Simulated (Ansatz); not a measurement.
Cost and result up the ladder for SnCl3(OSiMe3) (C₃H₉Cl₃OSiSn) (18 atoms). Charge 0, multiplicity 1. Geometry: r2SCAN-D4/def2-SVP.

```tsv
atom	x (Å)	y (Å)	z (Å)
Sn1	2.460	1.291	0.173
Cl2	3.455	1.904	-1.841
Cl3	2.991	2.866	1.801
Cl4	3.297	-0.796	0.828
O5	0.534	1.229	-0.048
Si6	-0.576	-0.060	-0.061
C7	-0.016	-1.326	-1.323
C8	-2.201	0.727	-0.540
C9	-0.643	-0.809	1.652
H10	-0.741	-2.154	-1.406
H11	0.955	-1.767	-1.043
H12	0.090	-0.874	-2.323
H13	-2.135	1.194	-1.535
H14	-3.011	-0.021	-0.567
H15	-2.485	1.509	0.182
H16	0.333	-1.235	1.938
H17	-0.918	-0.054	2.406
H18	-1.387	-1.622	1.706
```

Ansatz on 4 threads of Arm Neoverse V2 on a shared host. Times are rough, and most runs start from the orbitals of an earlier one. PBE0-D4/def2-TZVP serves as the yardstick here, not as an exact answer. Differences are given only for rows in sets of like size (and for xTB, whose basis is part of the method), since another set adds its own error. Binding counts from free atoms at the same level (Sn triplet, Cl doublet, O triplet, Si triplet, C triplet, H doublet; other spins of the atoms weren't run), without zero-point energy or a counterpoise term.

In the def2 sets Sn takes a core potential, while STO-3G treats all electrons; there is no spin–orbit coupling. Correlated methods freeze 28 core orbitals; core or outer-core shells of Sn are correlated, in sets that lack core-valence functions. The rows differ in basis, and correlated rows in double-zeta sets carry the largest basis error.

Correlated methods converge slowly with the basis, most of all in double-zeta sets.

| level | functions | wall time | binding energy per atom (eV) | difference from PBE0-D4/def2-TZVP (eV) |
| --- | --- | --- | --- | --- |
| HF/STO-3G | 92 | 0.95 s | 3.63 | – |
| PBE-D4/def2-SVP | 199 | 3.4 s | 3.85 | – |
| MP2/def2-SVP | 199 | 4.9 s | 3.62 | – |
| PBE0-D4/def2-SVP | 199 | 5.5 s | 3.79 | – |
| PBE-D4/def2-TZVP | 376 | 7 s | 3.85 | 0.05 |
| revPBE-D4/def2-TZVP | 376 | 7 s | 3.76 | -0.04 |
| r2SCAN-D4/def2-TZVP | 376 | 15 s | 3.81 | 0.02 |
| PBE0-D4/def2-TZVP | 376 | 17 s | 3.80 | 0.00 |
| HF/def2-TZVP (with forces) | 376 | 22 s | 2.81 | -0.98 |
